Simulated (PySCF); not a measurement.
# Working out the ionisation energy of P²⁺

P²⁺ [Ne] 3s2 3p1 (2P) → P³⁺ [Ne] 3s2 (1S). All numbers are calculated (PySCF 2.14, the spin-free X2C one-electron Hamiltonian (Gaussian nucleus), in aug-cc-pVQZ-DK). Frozen: [Ne]. Energies in hartree (1 hartree = 27.21139 eV):

| part | P²⁺ (lower) | P³⁺ (upper) |
| --- | --- | --- |
| UHF | -340.466531 | -339.379603 |
| CCSD correlation | -0.066252 | -0.050093 |
| (T) | -0.001130 | 0.000000 |

Question: What does Hartree-Fock give?

Answer: (-339.379603) − (-340.466531) = 1.086928 hartree = 29.577 eV.

Question: What do CCSD and CCSD(T) give?

Answer: The CCSD correlation energies differ by 0.016159 hartree = 0.440 eV and the triples by 0.001130 hartree = 0.031 eV, so CCSD gives 30.017 eV and CCSD(T) 30.048 eV.

A first-order spin-orbit estimate adds 0.041 eV to CCSD(T) (valence), giving 30.089 eV against 30.203 eV (measured; NIST Atomic Spectra Database, ionization energies).

What remains against the reference includes basis incompleteness, the frozen core and higher excitations.
